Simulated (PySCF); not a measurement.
# Low-lying terms of Ar (argon, neutral)

Ground state [Ar], ¹S. Calculation: PySCF 2.14, in aug-cc-pV(D+d)Z with two added diffuse shells each of s, p, d type (7s6p5d, 50 functions); no relativity, point nucleus. Vertical excitation energies in eV without spin-orbit coupling; excited terms of each kind are numbered among those the solver found. Frozen: [Ne].

```csv
term,leading excitation,EOM-EE-CCSD
1 3P°,3p → s,11.385
1 1P°,3p → s,11.594
1 3S,3p → p,12.647
1 3D,3p → p,12.898
1 1D,3p → p,12.955
1 3P,3p → p,13.024
1 1P,3p → p,13.026
1 1S,3p → p,13.197
2 3P°,3p → d,13.812
2 1P°,3p → s,13.917
1 3F°,3p → d,13.978
1 1F°,3p → d,14.053
2 3S,3p → p,14.253
2 3D,3p → p,14.316
2 1D,3p → p,14.333
```

Only the lower part of the computed list is shown. The solver can miss terms. Rydberg members are limited by the diffuse functions of the basis.
